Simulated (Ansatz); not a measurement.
```yaml
crystal:
  periodic: [false, false, false]
  atoms:
    - {symbol: Re, position_ang: [-0.414017, -0.536766, -0.020847]}
    - {symbol: O, position_ang: [1.227008, -0.517722, -0.005704]}
    - {symbol: O, position_ang: [-0.812991, 1.054488, 0.026551]}
basis:
  gaussian: {orbitals: def2-SVPD}
total_charge: 1
hamiltonian: {xc: {name: SPW92}}
scf: {lower_state_search: off}
```

```sh
$ ansatz run in.yaml --threads 4 --pin off --events-out ev --progress --plain --max-ram 3916MiB
```

It prints (some lines left out):

```
Functional definition: SPW92
682 factors; their error is unknown
mean field evaluation 1: about -6141.4459 eV, gradient 1.4e2 eV
mean field evaluation 2: about -5695.9900 eV, gradient 3.8e2 eV
mean field evaluation 4: about -6178.0133 eV, gradient 2.9e1 eV
mean field evaluation 8: about -6179.9322 eV, gradient 3.7e0 eV
mean field evaluation 16: about -6179.9044 eV, gradient 1.3e-3 eV
mean field -6179.90439189 eV, -227.1072975123 hartree, gradient 7.1e-7 eV, S^2 0.000000; 0 other end points of the search recorded, 0 dependent functions left out
reference -6179.90443421 eV, -227.1072990677 hartree; 15, 15 occupied and 66, 66 virtual orbitals, 682 factors
Total energy: -6179.90443421 eV, -227.1072990677 hartree
Checks for a lower state left out: stability, starts, cluster_reference, orbital_swaps, neighbouring_geometries, increment
```

It took 0.25 s on 4 threads of Arm Neoverse V2 on a shared host.

In the def2 sets Re takes a core potential; there is no spin–orbit coupling. The restricted singlet is unstable towards broken spin symmetry at other levels; at RKS LDA (SPW92)/def2-SVPD this wasn't settled.
